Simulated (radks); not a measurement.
The numbers below are computed, except where a source is named.
Is Be- bound? Neutral atom [He] 2s2, anion [He] 2s2 2p1. Scalar-relativistic spherical Kohn-Sham, a radial shooting solver on a logarithmic mesh with Libxc functionals; with spin, open shells are filled with parallel spins first. "No" means that the self-consistent cycle ended without a solution in which all occupied levels of the anion are bound.

| method | e(HOMO) neutral (eV) | anion bound | e(HOMO) anion (eV) | EA, Delta-SCF (eV) | <r> HOMO anion (bohr) |
|---|---|---|---|---|---|
| LDA (Slater exchange, Perdew-Wang correlation), spin-polarised | 2s up -5.600 | no | - | - | - |
| PBEsol, spin-polarised | 2s down -5.543 | no | - | - | - |
